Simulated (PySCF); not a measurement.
**Working out the ionisation energy of Ni¹⁶⁺**

Ni¹⁶⁺ [Ne] 3s2 (1S) → Ni¹⁷⁺ [Ne] 3s1 (2S). All numbers are calculated (PySCF 2.14, the spin-free X2C one-electron Hamiltonian (Gaussian nucleus), in an even-tempered Gaussian basis (18 s from 1.4 bohr⁻², ratio 2.5; 11 p from 1.8 bohr⁻², ratio 2.5; 5 d from 7.1 bohr⁻², ratio 2.7; 4 f from 11 bohr⁻², ratio 2.7)). Frozen: 1s2; the 19 highest virtual orbitals dropped. Energies in hartree (1 hartree = 27.21139 eV):

| part | Ni¹⁶⁺ (lower) | Ni¹⁷⁺ (upper) |
| --- | --- | --- |
| UHF | -1392.971784 | -1372.141748 |
| MP2 opposite-spin | -0.308768 | -0.229693 |
| MP2 same-spin | -0.093919 | -0.084546 |

Q: What does Hartree-Fock give?

A: (-1372.141748) − (-1392.971784) = 20.830036 hartree = 566.814 eV.

Q: What do MP2 and SCS-MP2 (6/5 opposite-spin, 1/3 same-spin) give?

A: The opposite-spin parts differ by 2.152 eV and the same-spin parts by 0.255 eV. MP2: 566.814 + (2.152) + (0.255) = 569.221 eV. SCS-MP2: 566.814 + 1.2 × (2.152) + (0.255)/3 = 569.481 eV.

A first-order spin-orbit estimate adds 0.000 eV to MP2 (outer shells), giving 569.221 eV against 571.07 ± 0.12 eV (semi-empirical (NIST evaluation); NIST Atomic Spectra Database, ionization energies).

What remains against the reference includes basis incompleteness, the frozen core and correlation beyond second order.
